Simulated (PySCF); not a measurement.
Al(CF3)(Cl)2 (CAlCl₂F₃), SMILES F[C](F)(F)[Al]([Cl])[Cl]. Atoms are numbered in the order given.

```xyz
7

Al    -0.0789     0.1333     0.5422
C      0.1465    -0.3414    -1.3978
F     -0.7087     0.3046    -2.2021
F     -0.0215    -1.6552    -1.6189
F      1.3894    -0.0297    -1.8140
Cl    -1.1585     1.8252     1.0854
Cl     0.8181    -1.0759     1.9765
```
Charge 0, spin multiplicity 1.

Geometry optimised at PBE0-D3(BJ)/def2-SVP. The structure was generated by enumeration; whether it is a known compound was not checked.

Two levels are set side by side: PBE/pcSseg-1 (PySCF) and KT2/pcSseg-1 (PySCF). GIAO shifts against CFCl3 (¹⁹F), HCl (³⁵Cl), TMS (¹³C) at the same level; non-relativistic, no solvent, atoms listed together averaged. Without spin–orbit terms, shifts of atoms bonded to Cl or Br come out too high at both levels. Differences are taken from unrounded values.

| quantity | KT2 |
|---|---|
| δ(¹³C) of C2 (ppm) | 134.8 |
| δ(¹⁹F) of F3, F4, F5 (ppm) | -87.3 |
| δ(³⁵Cl) of Cl6, Cl7 (ppm) | 65.3 |

Problem. What does PBE give, and how far is it from KT2? (Estimate from the structure and the level; the computed values follow.)

Solution. 
```
quantity                      PBE  PBE minus KT2
--------------------------  -----  -------------
δ(¹³C) of C2 (ppm)          140.0            5.2
δ(¹⁹F) of F3, F4, F5 (ppm)  -82.1            5.2
δ(³⁵Cl) of Cl6, Cl7 (ppm)    61.8           -3.5
```

Rough cost on one machine, each run with all the roots and properties that it gave: KT2 against PBE within a factor of 2.
